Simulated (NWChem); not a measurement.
Molecule: SiNH$_{5}$; SMILES N[SiH3]

```xyz
7

Si    -0.0081     0.5588     0.0000
N     -0.0430    -1.1795     0.0000
H     -0.7169     1.0254    -1.2211
H     -0.7169     1.0254     1.2211
H      1.3392     1.2117     0.0000
H      0.2685    -1.6706    -0.8303
H      0.2685    -1.6706     0.8303
```
Atoms are numbered in this order, from 1.

Results from NWChem. Geometry optimised at B3LYP/6-31G*; all other runs use it. Pople sets run with spherical d functions.

| quantity | level | value |
|---|---|---|
| dipole in solution (D) in diethyl ether | PBE/6-31G*, SMD | [?] |
| vertical ionisation energy, ΔSCF (eV) | PBE/6-31+G* | 9.65 |
| vertical, lowest state with f > 0.02, singlet (eV) | PBE/6-31G*, TDA | 5.91 |
| isotropic polarisability (bohr³) at 1065 nm | PBE0/aug-cc-pVDZ | [?] |
| dipole (D) | B3LYP/6-31G* | 1.45 |
| highest harmonic frequency (cm⁻¹) | B3LYP/6-31G* | [?] |

Task: Some entries are withheld; supply them.

Result: 
- dipole in solution (D) in diethyl ether, value: 1.76
- isotropic polarisability (bohr³) at 1065 nm, value: 39.8
- highest harmonic frequency (cm⁻¹), value: 3641
